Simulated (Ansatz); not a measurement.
Compare A (`C[Se]C(C)=O`) with its isomer B (`OC1([SeH])CC1`).

Computed with Ansatz on PBE0-D4/def2-TZVP structures; ΔE is electronic, products minus reactants. CBS: MP2 limit from def2 TZ/QZ plus the TZ coupled-cluster correction, frozen cores. DFT in def2-TZVPP. B3LYP here is the variant with VWN-RPA as its local correlation; programs differ in this. For Se outer-core shells are correlated without core-valence functions, which leaves a few kJ/mol of doubt a bond. Scalar relativity is left out up to krypton. Each species was taken in one conformer, which may not be the lowest.

A:

Z-matrix (Å, degrees):
```
C
Se 1 1.945
H 1 1.088 2 111.1
H 1 1.090 2 105.6 3 118.1
H 1 1.088 2 111.1 3 -123.8
C 2 1.939 1 102.5 3 62.3
O 6 1.197 2 117.9 1 -179.9
C 6 1.500 2 117.9 1 0.1
H 8 1.092 6 110.5 2 59.9
H 8 1.092 6 110.6 2 -59.1
H 8 1.089 6 108.6 2 -179.7
```

B:

Z-matrix (Å, degrees):
```
C
Se 1 1.939
C 1 1.498 2 115.5
O 1 1.384 2 115.7 3 145.4
C 1 1.484 2 120.1 3 -69.6
H 2 1.470 1 94.9 3 150.2
H 3 1.083 1 119.3 2 -4.2
H 3 1.083 1 115.7 2 140.6
H 4 0.963 1 108.1 2 -58.8
H 5 1.083 1 115.5 2 -147.7
H 5 1.081 1 118.6 2 -3.8
```

Which is lower in electronic energy at CCSD(T)/CBS, and by how much? (Estimate.)

Ansatz gave: A, by 25.8 kcal/mol.

Give E(B) − E(A) in kcal/mol with CCSD(T)/def2-TZVPP, ωB97M-V, B3LYP-D4, B2PLYP, CCSD/def2-TZVPP, HF/def2-TZVPP, PBE0-D4. (Estimate.)

Ansatz gave: CCSD(T)/def2-TZVPP 26.2, ωB97M-V 24.8, B3LYP-D4 30.3, B2PLYP 29.3, CCSD/def2-TZVPP 25.1, HF/def2-TZVPP 28.2, PBE0-D4 24.6. None reverses the order clearly.

Largest T1 diagnostic: 0.013.

From PBE to PBE0 (25 % exact exchange), in def2-TZVPP and without D4, E(B) − E(A) moves by −3.9 kcal/mol. In def2-TZVPP, CCSD(T) changes the Hartree–Fock value by −2.0 kcal/mol (the triples alone add +1.1 kcal/mol) and MP2 by −3.2 kcal/mol.
